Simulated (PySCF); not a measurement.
Record of a relaxation.

BMe3, C3H9B.
Bonds: B1–C2, B1–C6, B1–C10. Hydrogens: H3, H4, H5 on C2; H7, H8, H9 on C6; H11, H12, H13 on C10.

Method: PySCF 2.14.0, PBE0-D3(BJ)/def2-SVP geometry optimisation, gas phase; density fitting, grid level 1; the optimiser is geomeTRIC in internal coordinates, started from a GFN2-xTB structure with every atom displaced at random (about 0.03 Å). The frame can shift and turn from step to step; on so coarse a grid that alone can change the energy by a few meV, and forces under 0.02 eV/Å are noise.

Step 0: E = -3926.6018 eV, largest atomic force 4.261 eV/Å
```
atom  x, y, z in Å  |  force x, y, z in eV/Å
B1      0.061   -0.077    0.000   -3.191   2.775  -0.520
C2      1.560   -0.036   -0.027    2.176  -0.593  -2.294
H3      1.904    0.452    0.851    0.553   0.599   1.424
H4      2.072    0.562   -0.866   -1.054  -0.501   0.867
H5      2.002   -1.038   -0.103    0.265  -0.123   0.269
C6     -0.780    1.392   -0.011    2.669  -1.723   0.731
H7     -1.335    1.464    0.905   -0.881  -0.093   0.788
H8     -1.434    1.448   -0.842   -1.137   0.021  -1.159
H9     -0.130    2.268   -0.007    0.326   0.255  -0.227
C10    -0.817   -1.362    0.041   -0.525   0.163  -0.613
H11    -1.916   -1.243    0.012    0.212   0.330   0.295
H12    -0.545   -1.923    0.926    0.171  -0.714   0.441
H13    -0.611   -1.959   -0.857    0.418  -0.394  -0.003
```

Step 1: E = -3927.0335 eV, largest atomic force 0.812 eV/Å
```
atom  x, y, z in Å  |  force x, y, z in eV/Å
B1      0.030   -0.011   -0.019   -0.722   0.372  -0.002
C2      1.590   -0.048   -0.035    0.433  -0.206   0.001
H3      1.963    0.449    0.880   -0.021  -0.041   0.041
H4      2.022    0.548   -0.853   -0.114   0.131  -0.104
H5      2.045   -1.052   -0.093   -0.090   0.069   0.098
C6     -0.770    1.364   -0.007    0.758  -0.074   0.128
H7     -1.370    1.410    0.920   -0.124  -0.028  -0.107
H8     -1.465    1.403   -0.861   -0.114   0.014   0.042
H9     -0.118    2.253   -0.027   -0.120   0.034  -0.073
C10    -0.830   -1.325    0.028    0.026  -0.193  -0.151
H11    -1.919   -1.170    0.037   -0.002   0.040   0.086
H12    -0.548   -1.928    0.909    0.007  -0.064  -0.059
H13    -0.598   -1.947   -0.858    0.083  -0.053   0.100
```

Step 2: E = -3927.0570 eV, largest atomic force 0.246 eV/Å
```
atom  x, y, z in Å  |  force x, y, z in eV/Å
B1      0.001   -0.017   -0.017    0.037  -0.026   0.041
C2      1.573   -0.037   -0.033    0.133  -0.177   0.106
H3      1.937    0.462    0.889   -0.052  -0.041  -0.067
H4      1.967    0.583   -0.856   -0.023   0.036  -0.046
H5      2.041   -1.031   -0.087    0.001   0.007   0.003
C6     -0.729    1.372   -0.006   -0.052   0.115   0.012
H7     -1.348    1.435    0.909   -0.048   0.024  -0.064
H8     -1.437    1.427   -0.852   -0.032   0.025   0.059
H9     -0.068    2.253   -0.038   -0.045  -0.048  -0.014
C10    -0.840   -1.352    0.024    0.086   0.035  -0.039
H11    -1.930   -1.208    0.049   -0.016  -0.022   0.009
H12    -0.545   -1.963    0.896    0.007   0.042  -0.021
H13    -0.591   -1.977   -0.854    0.003   0.031   0.022
```

Step 3: E = -3927.0618 eV, largest atomic force 0.109 eV/Å
```
atom  x, y, z in Å  |  force x, y, z in eV/Å
B1      0.006   -0.001   -0.013    0.017  -0.107   0.012
C2      1.580   -0.059   -0.031   -0.022   0.092   0.034
H3      1.953    0.430    0.890    0.001   0.001  -0.032
H4      1.976    0.559   -0.857    0.015  -0.016   0.017
H5      2.027   -1.063   -0.086   -0.025  -0.008  -0.022
C6     -0.743    1.384   -0.004    0.016   0.009  -0.008
H7     -1.374    1.444    0.902    0.006   0.004  -0.003
H8     -1.458    1.430   -0.846    0.014  -0.013   0.006
H9     -0.101    2.276   -0.042    0.005   0.001   0.003
C10    -0.827   -1.338    0.022   -0.022   0.031   0.004
H11    -1.918   -1.206    0.052   -0.007  -0.036  -0.009
H12    -0.522   -1.949    0.891    0.010   0.022   0.013
H13    -0.569   -1.959   -0.855   -0.008   0.020  -0.016
```

Step 4: E = -3927.0626 eV, largest atomic force 0.021 eV/Å
```
atom  x, y, z in Å  |  force x, y, z in eV/Å
B1      0.004   -0.004   -0.012   -0.009  -0.001   0.001
C2      1.578   -0.056   -0.030   -0.003   0.012   0.017
H3      1.951    0.433    0.889    0.001  -0.001  -0.008
H4      1.973    0.561   -0.856    0.001  -0.003  -0.001
H5      2.023   -1.060   -0.089   -0.004  -0.004  -0.006
C6     -0.740    1.384   -0.004    0.011  -0.008   0.005
H7     -1.371    1.448    0.902   -0.002   0.004  -0.003
H8     -1.453    1.430   -0.847    0.002  -0.005  -0.001
H9     -0.093    2.273   -0.042    0.003   0.001   0.000
C10    -0.829   -1.340    0.022   -0.011   0.010   0.000
H11    -1.922   -1.215    0.052    0.003  -0.010  -0.001
H12    -0.522   -1.948    0.892    0.006   0.002   0.003
H13    -0.570   -1.957   -0.857    0.002   0.003  -0.005
```

Step 5: E = -3927.0627 eV, largest atomic force under 0.02 eV/Å
```
atom  x, y, z in Å  |  force x, y, z in eV/Å
B1      0.003   -0.004   -0.010   -0.002   0.003  -0.002
C2      1.576   -0.056   -0.029   -0.002  -0.003   0.004
H3      1.952    0.432    0.890    0.003   0.000   0.000
H4      1.972    0.560   -0.856    0.000  -0.001  -0.002
H5      2.019   -1.061   -0.090    0.001  -0.001  -0.001
C6     -0.739    1.385   -0.003   -0.003   0.004   0.005
H7     -1.372    1.452    0.900    0.000   0.002  -0.001
H8     -1.450    1.430   -0.847    0.001  -0.001  -0.004
H9     -0.090    2.272   -0.042    0.001   0.001   0.000
C10    -0.830   -1.340    0.023   -0.003  -0.001   0.003
H11    -1.923   -1.219    0.053    0.001   0.000   0.001
H12    -0.519   -1.948    0.891    0.002  -0.003  -0.002
H13    -0.569   -1.954   -0.858    0.001   0.000  -0.002
```

Task: Summarise the path.

Result: The energy falls by 10.63 kcal/mol from step 0 to step 5; nine tenths of that is first reached at step 1. It falls at every step. The largest force goes from 4.261 to under 0.02 eV/Å. Among the bonds B1–C6 changes most, from 1.693 to 1.574 Å; the atoms move by 0.055 Å rms after alignment.

Task: Follow the three bonds and two angles with the largest change from start to end.

Result: 
```
step  E above end (kcal/mol)  largest force (eV/Å)  B1–C6 (Å)  B1–C2 (Å)  C6–H8 (Å)  B1–C2–H4 (°)  C2–B1–C10 (°)
   0                   10.63                 4.261      1.693      1.500      1.059         118.2          125.9
   1                    0.67                 0.812      1.591      1.561      1.102         112.8          121.8
   2                    0.13                 0.246      1.569      1.572      1.105         110.9          121.5
   3                    0.02                 0.109      1.575      1.575      1.105         110.2          119.8
   4                    0.00                 0.021      1.575      1.574      1.105         110.4          120.1
   5                    0.00            under 0.02      1.574      1.574      1.105         110.4          120.1
```

The cost below is that of the whole optimisation. Time: 14 s; peak memory 0.38 GiB. Hardware: one thread, Arm Neoverse V2 (aarch64), on a shared host.
